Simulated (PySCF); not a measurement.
## Radial density of Li⁺ (lithium, charge +1)

UHF, 1s2, closed-shell 1S. All numbers are calculated (PySCF 2.14, scalar relativity by spin-free X2C-1e, in jorge-DZP-DKH (4s2p1d, 15 functions)).

```
r (bohr)  4πr²ρ (e/bohr)
 0.00703        0.008074
  0.0118         0.02243
  0.0199         0.06068
  0.0335          0.1574
  0.0563          0.3891
  0.0946          0.8765
   0.159           1.706
   0.268           2.599
   0.450           2.687
   0.758           1.502
    1.27          0.3095
    2.14         0.01220
    3.60       2.403e-05
```

Densities and radii are taken from the X2C orbitals without a picture-change correction, which distorts them close to the nucleus.
